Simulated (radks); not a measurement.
The numbers below are computed, except where a source is named.
Task: All-electron atom: Sm V in [Kr] 4d10 4f4 5s2 5p5 5d1 (not the ground configuration). Code: a radial shooting solver on a logarithmic mesh with Libxc functionals. Model: Dirac Kohn-Sham, PBE, spin-unpolarised, spherical densities, finite nucleus; open shells are shared between the two j in proportion to 2j + 1; Fermi nuclear charge, rms radius 5.0819 fm. Some entries of the table are withheld. Estimate them.

orbital,occ.,eigenvalue (eV),<r^2> (bohr^2),<1/r> (bohr^-1)
1s1/2,2,-46680.72,0.0007049,68.81
2s1/2,2,-7671.155,0.01105,16.35
2p1/2,2,-7274.224,0.008050,16.33
2p3/2,4,-6671.475,0.009293,14.56
3s1/2,2,(1),0.07418,5.944
3p1/2,2,-1554.747,0.06935,5.858
3p3/2,4,-1432.729,0.07656,5.411
3d3/2,4,-1136.217,0.06160,5.285
3d5/2,6,-1109.732,0.06362,5.173
4s1/2,2,-387.2195,0.3759,2.486
4p1/2,2,-321.5324,0.3966,2.382
4p3/2,4,-294.4351,0.4351,2.233
4d3/2,4,(2),0.5002,2.021
4d5/2,6,(3),0.5150,1.984
5s1/2,2,-88.8749,2.000,1.000
5p1/2,1.66667,-69.6433,2.407,0.9038
5p3/2,3.33333,-65.2123,2.641,0.8545
4f5/2,1.71429,-54.6389,0.8714,1.517
4f7/2,2.28571,-53.9736,0.8870,1.504
5d3/2,0.4,-38.3247,4.351,0.6573
5d5/2,0.6,-37.7804,4.466,0.6477
6s1/2,0,-31.8692,9.354,(4)
6p1/2,0,-26.3615,11.69,0.3998
6p3/2,0,-25.3711,12.51,0.3853
5f5/2,0,(5),13.75,0.3640
5f7/2,0,(6),13.84,0.3632

Result: 
(1) 3s1/2 eigenvalue (eV): -1725.625
(2) 4d3/2 eigenvalue (eV): -186.1036
(3) 4d5/2 eigenvalue (eV): -181.2034
(4) 6s1/2 <1/r> (bohr^-1): 0.4472
(5) 5f5/2 eigenvalue (eV): -17.1893
(6) 5f7/2 eigenvalue (eV): -17.1486
